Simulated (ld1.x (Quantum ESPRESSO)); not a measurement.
# Reading a pseudo-wave (indium)

Columns: radius, all-electron u(r) and pseudo u(r) of the 4d shell (level -18.57 eV) of indium in the configuration [Kr] 4d10 5s2 5p1; Wu–Cohen, scalar-relativistic, PAW scheme, ld1.x (Quantum ESPRESSO) 7.5.

| r (bohr) | all-electron | pseudo |
| --- | --- | --- |
| 0.125 | 0.3669 | -0.0068 |
| 0.250 | 0.4759 | -0.0512 |
| 0.375 | 0.0999 | -0.1556 |
| 0.500 | -0.3586 | -0.3181 |
| 0.625 | -0.7049 | -0.5131 |
| 0.750 | -0.9045 | -0.7007 |
| 0.875 | -0.9835 | -0.8421 |
| 1.000 | -0.9817 | -0.9133 |
| 1.125 | -0.9326 | -0.9125 |
| 1.250 | -0.8593 | -0.8580 |
| 1.375 | -0.7765 | -0.7771 |
| 1.500 | -0.6926 | -0.6926 |
| 1.625 | -0.6122 | -0.6122 |
| 1.750 | -0.5378 | -0.5378 |
| 1.875 | -0.4705 | -0.4705 |
| 2.000 | -0.4102 | -0.4102 |
| 2.125 | -0.3570 | -0.3570 |
| 2.250 | -0.3101 | -0.3101 |
| 2.375 | -0.2690 | -0.2690 |
| 2.500 | -0.2332 | -0.2332 |
| 2.625 | -0.2021 | -0.2021 |
| 2.750 | -0.1749 | -0.1749 |
| 2.875 | -0.1514 | -0.1514 |
| 3.000 | -0.1310 | -0.1310 |
| 3.125 | -0.1133 | -0.1133 |
| 3.250 | -0.0980 | -0.0980 |

(1) How many radial nodes do the two functions have?

(2) At about which radius was the pseudo-wave matched?

(3) Is the pseudo-wave norm-conserving?

Answers

(1) The all-electron 4d function has n − l − 1 = 1; the pseudo-wave has 0, since the states of the same l below it are removed with the core.

(2) 1.50 bohr, where the columns begin to agree (steps of 0.12 bohr).

(3) No, it belongs to a PAW set: the norm inside the radius is not constrained, and the difference is carried by the augmentation charge.
